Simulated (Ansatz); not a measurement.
Program: Ansatz 0.2.0.

CH5AlSSi at its PBE0-D4/def2-TZVP geometry, where that method's forces vanish. The species carries charge 0 and has multiplicity 1. The bonds changed during the relaxation, so this is another structure than the one it started from.

| atom | x (Å) | y (Å) | z (Å) |
| --- | --- | --- | --- |
| Si1 | 0.106 | -0.994 | 1.381 |
| Al2 | -0.748 | 0.103 | -0.630 |
| C3 | 0.555 | 1.104 | -1.698 |
| S4 | 0.033 | 2.373 | -0.811 |
| H5 | -0.835 | -0.871 | 2.533 |
| H6 | 0.337 | -2.453 | 1.169 |
| H7 | 1.407 | -0.400 | 1.806 |
| H8 | -2.174 | -0.104 | -1.289 |
| H9 | 1.319 | 1.242 | -2.461 |

Question: For each bond, give half the difference of the two atoms' forces along it (eV/Å; positive pushes the atoms apart) under PBE-D4, r2SCAN-D4, B3LYP-D4, ωB97M-V in def2-TZVPP. (Best estimate.)

Answer: The calculation gave: 
```csv
bond,length (Å),PBE-D4,r2SCAN-D4,B3LYP-D4,ωB97M-V
Si1–Al2,2.445,-0.11,0.02,0.05,0.01
Si1–H5,1.492,0.10,-0.01,-0.06,-0.10
Si1–H6,1.493,0.10,-0.02,-0.06,-0.09
Si1–H7,1.492,0.09,-0.01,-0.05,-0.08
Al2–C3,1.960,0.02,-0.01,0.12,0.15
Al2–S4,2.407,0.31,0.10,0.24,0.06
Al2–H8,1.585,0.05,-0.02,-0.13,-0.14
C3–S4,1.634,0.53,0.29,0.28,-0.04
C3–H9,1.089,0.08,-0.04,-0.14,-0.12
```

B3LYP here is the variant with VWN-RPA as its local correlation; programs differ in this.
